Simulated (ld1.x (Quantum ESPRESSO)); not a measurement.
## Cutoff test, nitrogen, PAW

ld1.x (Quantum ESPRESSO) 7.5 input, shortened:

```
&input
   title='N', zed=7., rel=1, dft='PBE', iswitch=3,
   config='[He] 2s2 2p3 3d-2'
 /
 &inputp
   pseudotype=3, lpaw=.true., tm=.true., lloc=-1, rcloc=1.15,
   nlcc=.true., new_core_ps=.true.,
   which_augfun='BESSEL', rmatch_augfun=0.95
 /
6
2S  1  0   2.00   0.00  0.85  1.04  0.0
2S  1  0   0.00  -0.95  0.85  1.04  0.0
2P  2  1   3.00   0.00  1.15  1.35  0.0
2P  2  1   0.00   3.10  1.15  1.35  0.0
3D  3  2  -2.00  -0.10  1.00  1.25  0.0
3D  3  2  -2.00   1.55  1.00  1.25  0.0
 &test
   configts(1)='2s2 2p3'
 /
```

The pseudo-atom Hamiltonian at the reference potential is diagonalised in spherical Bessel functions j_l(qr) that vanish at 20 bohr, with q² up to the cutoff. All-electron valence levels (Ry): 2s -1.3658, 2p -0.5211.

Question: How do the lowest levels (Ry) of each channel move with the cutoff, and are there ghosts?

Answer:

```csv
cutoff (Ry),s #1,p #1,d #1,d #2,f #1,Σ f·Δε (mRy)
8,-1.3507,-0.2114,0.0769,0.1803,0.1195,959.5
10,-1.3608,-0.2794,0.0769,0.1803,0.1195,735.4
15,-1.3642,-0.4183,0.0768,0.1802,0.1195,311.9
18,-1.3642,-0.4545,0.0768,0.1802,0.1195,202.9
21,-1.3645,-0.4804,0.0768,0.1802,0.1195,124.9
30,-1.3654,-0.5151,0.0768,0.1802,0.1195,19.1
35,-1.3656,-0.5195,0.0768,0.1802,0.1195,5.4
40,-1.3656,-0.5205,0.0768,0.1802,0.1195,2.2
45,-1.3656,-0.5209,0.0768,0.1802,0.1195,1.0
55,-1.3657,-0.5209,0.0768,0.1802,0.1195,0.9
60,-1.3657,-0.5210,0.0768,0.1802,0.1195,0.7
400,-1.3658,-0.5211,0.0768,0.1802,0.1195,0.0
```

Result: no extra level below or beside the all-electron valence levels (s, p, d, f tested); 10 mRy is reached at 35 Ry and 1 mRy at 50 Ry.
